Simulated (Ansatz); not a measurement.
Calculated with Ansatz (gas phase, PBE0-D4/def2-TZVP geometries, no zero-point term in ΔE). CCSD(T)/CBS is the MP2 limit (def2-TZVPP, def2-QZVPP) plus CCSD(T) − MP2 in def2-TZVPP, frozen cores. DFT in def2-TZVPP. For Br outer-core shells are correlated without core-valence functions, which leaves a few kJ/mol of doubt a bond. Scalar relativity is left out up to krypton. One conformer a species, not always the lowest.

Consider the redistribution: `BO[SiH](C)Br` + `CB(N)F` → `BO[SiH](C)C` + `NB(F)Br`.

(1) Is it downhill or uphill in electronic energy at CCSD(T)/CBS, and by how much? (An estimate is asked.)

(2) What do these levels give: ωB97X-V, B2PLYP, HF/def2-TZVPP, SCS-MP2/def2-QZVPP, HF/CBS(def2), MP2/CBS(def2)? (An estimate is asked.)

Largest T1 diagnostic among the species: 0.012.

## Answers

(1) Computed: Uphill: ΔE = +8.8 kcal/mol.

(2) Ansatz gave: ωB97X-V 8.5, B2PLYP 8.6, HF/def2-TZVPP 10.2, SCS-MP2/def2-QZVPP 8.6, HF/CBS(def2) 10.3, MP2/CBS(def2) 8.9 kcal/mol.

In def2-TZVPP, CCSD(T) changes the Hartree–Fock value by −2.4 kcal/mol (the triples alone add −0.4 kcal/mol) and MP2 by −2.3 kcal/mol.
